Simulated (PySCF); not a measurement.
## Radial density of Pt (platinum, neutral)

r2SCAN0, [Xe] 4f14 5d9 6p1, one real determinant (an excited configuration). Calculation: PySCF 2.14, in def2-SVPD with the def2 core potential (60 electrons); scalar relativity through the core potential. This is the valence pseudo-density: the core potential removes the inner electrons and smooths the orbitals near the nucleus.

```csv
r (bohr),4πr²ρ (e/bohr),4πr²(ρα − ρβ)
0.111,2.382e-05,0.0000
0.187,0.0002705,0.0000
0.315,0.01988,0.0007
0.530,1.879,0.0389
0.891,14.62,0.4849
1.50,9.332,0.6498
2.52,1.881,0.3685
4.24,0.3742,0.2773
7.13,0.04411,0.0438
12.0,2.981e-05,0.0000
```

⟨L²⟩ = 8.19 against 12 for a pure F term, so this real determinant mixes terms. Energies and moments cover only the electrons outside the core potential. Spin-orbit coupling, absent here, splits the open shell strongly.
